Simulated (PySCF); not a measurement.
C₆H₅F₂O (doublet state).
Structure used (GFN2-xTB), in Å, numbered top down from 1:
```
atom  x, y, z in Å
O1     2.6283    0.2944    0.2466
C2     1.2861    0.1723    0.1154
C3     0.6149   -1.0539    0.3088
F4     1.3973   -2.1185    0.6413
C5    -0.7213   -1.2178    0.1834
C6    -1.6107   -0.0769   -0.1792
C7    -0.8291    1.1780   -0.3630
F8    -1.5672    2.2595   -0.6943
C9     0.5100    1.2971   -0.2286
H10    3.0070   -0.5628    0.4866
H11   -1.1664   -2.1850    0.3446
H12   -2.3792    0.0734    0.5958
H13   -2.1729   -0.3038   -1.0992
H14    1.0024    2.2434   -0.3801
```

The hyperfine couplings belong to this conformer and change with its torsions.

As a line formula: `OC1=C(F)[CH]CC(F)=C1` [radical].

Computed, not measured: UKS B3LYP, pcH-1 on C F H O, non-relativistic, mean-field spin-orbit, GIAO (PySCF 2.14.0). The structure is a single GFN2-xTB conformer in the gas phase; no vibrational or solvent corrections. A GFN2-xTB geometry isn't a minimum of the functional, and hyperfine couplings can be far from their values at a DFT geometry. Stability of the SCF solution: not tested. ⟨S²⟩ is 0.781 where a pure state has 0.75.

Question: Predict the first-order ENDOR lines of C2, C3, C7, C9, C5, C6, F8, F4, H12/H13 and H11 under fast tumbling at B = 1209.1 mT (Q band).

Answer: ν± = |νn ± a/2|, one line for each electron-spin manifold; νn = |g_N| × 7.62259 MHz/T × B.

| nuclei | isotope | g_N | νn (MHz) | a_iso (MHz) | lower line (MHz) | upper line (MHz) |
| --- | --- | --- | --- | --- | --- | --- |
| C2 | 13C | 1.4048 | 12.95 | 46.40 | 10.25 | 36.15 |
| C3 | 13C | 1.4048 | 12.95 | -41.87 | 7.99 | 33.88 |
| C7 | 13C | 1.4048 | 12.95 | 39.72 | 6.91 | 32.81 |
| C9 | 13C | 1.4048 | 12.95 | -36.32 | 5.21 | 31.11 |
| C5 | 13C | 1.4048 | 12.95 | 35.85 | 4.98 | 30.87 |
| C6 | 13C | 1.4048 | 12.95 | -32.65 | 3.38 | 29.27 |
| F8 | 19F | 5.2577 | 48.46 | 47.01 | 24.95 | 71.96 |
| F4 | 19F | 5.2577 | 48.46 | -22.82 | 37.05 | 59.87 |
| H12/H13 | 1H | 5.5857 | 51.48 | 138.56 | 17.80 | 120.76 |
| H11 | 1H | 5.5857 | 51.48 | -27.84 | 37.56 | 65.40 |

The rows for 13C, of low natural abundance, apply to labelled samples.

Question: Which pairs are centred on the nuclear Larmor frequency, and which on half the coupling?

Answer: Centred on νn, since |a| < 2νn: F8, F4 and H11. Centred on |a|/2 and split by 2νn: C2, C3, C7, C9, C5, C6 and H12/H13.

Question: At what field would the lower line of C7 fall to zero frequency?

Answer: Where νn = |a|/2, that is B = 19.86 MHz/(1.4048 × 7.62259 MHz/T) = 1850 mT, as far as first order holds there.

Couplings of abundant isotopes left out: H14 (9.2 MHz) and H10 (-8.0 MHz).

Nuclei that the bonding pattern makes equivalent are averaged, as if the motion that swaps them (rotation, inversion, ring flip) were fast.

Largest spin populations (Mulliken): C2 (+0.47), C5 (+0.41), C7 (+0.35) and C9 (-0.19). Three atoms exceed +0.15. The positive populations add up to 1.46 and the negative ones to -0.46, together 2S = 1.
